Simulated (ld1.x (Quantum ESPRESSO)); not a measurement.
# Before and after: TM potential for tantalum (Ta)

| Quantity | Value |
| --- | --- |
| Element | tantalum (Ta) |
| Generator | ld1.x (Quantum ESPRESSO) 7.5 |
| Type | norm-conserving Troullier–Martins (Kleinman–Bylander form) |
| Functional | Wu–Cohen |
| Relativity | scalar-relativistic |
| Frozen core | [Kr] 4d10 4f14 |
| Valence charge | 13 |
| Reference configuration | 5s2 5p6 5d2 6s0 6p0 (charge +3) |
| Partial waves | 5p (bound): rc 1.85 bohr; 5d (bound): rc 2.15 bohr; 5s (bound): rc 1.95 bohr |
| Local potential | the s channel |
| Core correction | Bessel-smoothed model core, default radius (core density twice the valence density) |

All-electron outer shells of the reference configuration (Wu–Cohen, scalar-relativistic, ld1.x):

```
shell  level (eV)  outermost node (bohr)  outermost maximum (bohr)
   5s     -101.08                   0.54                      0.98
   5p      -67.19                   0.58                      1.12
   4f      -52.89                      –                      0.44
   5d      -29.13                   0.65                      1.51
   6s      -27.01                   1.30                      2.42
   6p      -19.89                   1.53                      3.00
```

Change: wave 5d (bound): rc 2.15 bohr becomes 5d (bound): rc 3.32 bohr.

Cutoffs: the cutoffs (Ry, on a coarse ladder) from which the occupation-weighted sum of valence levels, in a spherical-Bessel basis at the reference potential, stays within 10 and 1 mRy of its value at 400 Ry; they do not see the model core or the augmentation charge, which bear on the density cutoff. Errors are all-electron minus pseudo energies relative to the spin-unpolarised reference configuration.

**Question.** What does the change do?

**Answer.** The potential gets neither clearly harder nor softer (40 Ry and 55 Ry → 40 Ry and 55 Ry); the s channel sets the loose cutoff, while the largest relative change is in d, which becomes softer; of the 7 tests that both files solve, the error grows in 3 and shrinks in 0 by more than 15 % and 0.3 meV (median size 2377.2 → 2396.2 meV); neither file shows a bound ghost at the reference potential, the only one tested. More of the atom is replaced by a form fitted at one configuration, so other configurations suffer.

```csv
quantity,base,changed
"cutoff, loose",40 Ry,40 Ry
"cutoff, tight",55 Ry,55 Ry
loose cutoff by channel (10 mRy a level),"p 18 Ry, d 25 Ry, s 25 Ry","p 18 Ry, d 18 Ry, s 25 Ry"
bound ghosts,none,none
"error for 5s2 5p6 5d3 6s2 6p0, meV [ΔE -47.09 eV]",+5046,+4981
"error for 5s2 5p6 5d3 6s1 6p0, meV [ΔE -38.57 eV]",+3095,+3097
"error for 5s2 5p6 5d3 6s0 6p0, meV [ΔE -23.61 eV]",-17,+30
"error for 5s2 5p6 5d4 6s0 6p0, meV [ΔE -37.16 eV]",-46,+53
"error for 5s2 5p6 5d1 6s0 6p0, meV [ΔE 35.04 eV]",-45,+63
"error for 5s2 5p6 5d4 6s1 6p0, meV [ΔE -44.98 eV]",+2377,+2396
"error for 5s2 5p6 5d3.5 6s1.5 6p0, meV [ΔE -46.10 eV]",+3675,+3653
```

Base: These tests converged, but a pseudo level misses the all-electron one widely, so the file describes the atom poorly there or has found another state: 5s2 5p6 5d3 6s2 6p0: 6s by 1.6 eV; 5s2 5p6 5d3 6s1 6p0: 6s by 2.4 eV; 5s2 5p6 5d3 6s0 6p0: empty 6s by 3.9 eV; 5s2 5p6 5d4 6s0 6p0: empty 6s by 3.0 eV; 5s2 5p6 5d1 6s0 6p0: empty 6s by 6.5 eV; 5s2 5p6 5d4 6s1 6p0: 6s by 2.0 eV; 5s2 5p6 5d3.5 6s1.5 6p0: 6s by 1.8 eV. Changed file: These tests converged, but a pseudo level misses the all-electron one widely, so the file describes the atom poorly there or has found another state: 5s2 5p6 5d3 6s2 6p0: 6s by 1.5 eV; 5s2 5p6 5d3 6s1 6p0: 6s by 2.4 eV; 5s2 5p6 5d3 6s0 6p0: empty 6s by 3.9 eV; 5s2 5p6 5d4 6s0 6p0: empty 6s by 2.9 eV; 5s2 5p6 5d1 6s0 6p0: empty 6s by 6.4 eV; 5s2 5p6 5d4 6s1 6p0: 6s by 1.9 eV; 5s2 5p6 5d3.5 6s1.5 6p0: 6s by 1.7 eV.
